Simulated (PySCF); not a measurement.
PBE on C⁻ (carbon, charge -1), [He] 2s2 2p3, high-spin 4S determinant. Computed with PySCF 2.14 in aug-cc-pVQZ with one added diffuse shell each of s, p, d, f, g type (7s6p5d4f3g, 105 functions), with no relativity, point nucleus.

```
cycle= 1 E= -37.6447481222319  delta_E= 0.203  |g|= 0.407  |ddm|= 1.51
cycle= 2 E= -37.5356491508896  delta_E= 0.109  |g|= 0.653  |ddm|= 2.63
cycle= 3 E= -37.8015512675877  delta_E= -0.266  |g|= 0.218  |ddm|= 1.29
cycle= 4 E= -37.8548879660154  delta_E= -0.0533  |g|= 0.0543  |ddm|= 0.677
cycle= 5 E= -37.8544442624186  delta_E= 0.000444  |g|= 0.0494  |ddm|= 0.151
cycle= 6 E= -37.8572756338611  delta_E= -0.00283  |g|= 0.0132  |ddm|= 0.142
cycle= 7 E= -37.8574537698499  delta_E= -0.000178  |g|= 0.000192  |ddm|= 0.0314
cycle= 8 E= -37.8574538882463  delta_E= -1.18e-07  |g|= 1.49e-05  |ddm|= 0.00266
cycle= 9 E= -37.8574538877223  delta_E= 5.24e-10  |g|= 2.91e-05  |ddm|= 0.000335
converged SCF energy = -37.8574538877223  <S^2> = 3.7525757  2S+1 = 4.0012877
```

Highest occupied orbital energy: 1.528 eV; ⟨L²⟩ = 0.00; populations by l: s 4.00, p 3.00, d 0.00, f 0.00.

Question: Can this result be used?

Answer: With care. Self-consistency was reached. At PBE the highest occupied level has a positive energy, so only the finite basis holds that electron; in a semilocal or global hybrid functional this comes from self-interaction and does not mean that the real anion is unbound.
